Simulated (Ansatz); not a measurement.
Species: sum formula H$_{5}$GeO$_{4}$, net charge 1, singlet state. It need not be the lowest isomer of its formula. 
Structure (B3LYP-D3(BJ)/def2-TZVP (Ansatz, a quantum-chemistry and plane-wave program) minimum search):
```xyz
10

O      0.1353     1.3559    -1.1613
Ge    -0.0199    -0.1420     0.1118
O     -1.1948     0.6966     1.0663
O     -0.4945    -1.4500    -0.9052
O      1.6044    -0.2470     0.6857
H     -0.2096     2.2210    -0.8827
H     -1.0501     0.7151     2.0228
H     -1.4444    -1.5897    -1.0279
H      2.0382    -1.1060     0.5785
H      0.8994     1.4609    -1.7515
```
Charge +1, spin multiplicity 1.

Total electronic energies in hartree. Valence correlation only, unless marked. Spin-orbit coupling is left out. Frozen are the shells of the preceding noble gas and the d and f shells that filled before the atom's block. No relativistic terms. CBS(X,Y): correlation extrapolated as X^-3; Hartree-Fock from the larger set. [CCSD(T)-MP2]/basis is that difference in the basis named.

```tsv
level	program	energy (Eh)
HF/6-31G	Ansatz	-2377.11355
r2SCAN0-D4/def2-TZVPD	Ansatz + dftd4	-2380.66114
B2GP-PLYP-D4/def2-TZVPD	Ansatz + dftd4	-2380.08504
B2PLYP-D4/def2-TZVPD	Ansatz + dftd4	-2380.28498
RI-MP2/cc-pVTZ	Ansatz	-2378.84053
RI-MP2/cc-pVQZ	Ansatz	-2378.95470
CCSD(T)/aug-cc-pVTZ	Ansatz	-2378.91789
RI-MP2/CBS(aug-cc-pVTZ,aug-cc-pVQZ)+[CCSD(T)-MP2]/aug-cc-pVTZ	Ansatz	-2379.0685
RI-MP2/CBS(cc-pVTZ,cc-pVQZ)+[CCSD(T)-MP2]/cc-pVTZ	Ansatz	-2379.0632
```

Totals of different functionals don't rank their quality; only differences between species are comparable.
